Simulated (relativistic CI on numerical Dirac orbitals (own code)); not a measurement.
# Sensitivity of the levels of Ir⁶⁴⁺ to α and to the nuclear radius

Computed by Dirac-Coulomb-Breit CI, separate exchange-only KLI orbitals for each configuration, derivatives by finite differences, unscaled Slater integrals, QED left out (own radial code, finite nucleus).

Configurations in the expansion (outside the closed core [Ne]): 3s2 3p, 3s2 3d, 3s 3p2, 3p3, 3s 3p 3d, 3p 3d2, 3s 3d2, 3p2 3d. Levels of other configurations are missing.

With x = (α/α₀)² − 1 an excitation energy changes as ω = ω₀ + qx; K = 2q/ω₀ is the relative enhancement. Terms are leading LS components, so labels can repeat. The field-shift factor is F = δν/δ⟨r²⟩ for the transition from the lowest level.

Lowest level 3s2 3p 2P°_1/2.

```tsv
Level	ω₀ (cm⁻¹)	q (cm⁻¹)	F (GHz/fm²)
3s 3p2 4P_1/2	1488210	417300	-10000
3s2 3p 2P°_3/2	3545612	4.422e+06	-854
3s 3p2 4P_3/2	4768104	4.789e+06	-10600
3s 3p2 2D_5/2	4926298	4.806e+06	-10600
3s 3p2 2D_3/2	5096179	4.746e+06	-8570
3s 3p2 2P_1/2	5195503	4.82e+06	-10800
3s2 3d 2D_3/2	5559768	4.633e+06	-3170
3s2 3d 2D_5/2	6262820	5.369e+06	-999
3s 3p 3d 4F°_3/2	6528410	4.99e+06	-14100
3s 3p 3d 4F°_3/2	6640964	5.059e+06	-15600
3s 3p 3d 4F°_5/2	6722066	4.911e+06	-10700
3s 3p 3d 4D°_1/2	6954419	4.956e+06	-10700
3s 3p 3d 4D°_3/2	7022292	5.036e+06	-12000
```

At this charge energies of transitions that change n are usually good to better than 1 %, and those within a shell (Δn = 0) to a few per cent.

Which transition from the lowest level has the largest |K|?

3s2 3p 2P°_3/2 at 3545612 cm⁻¹, K = 2.49.
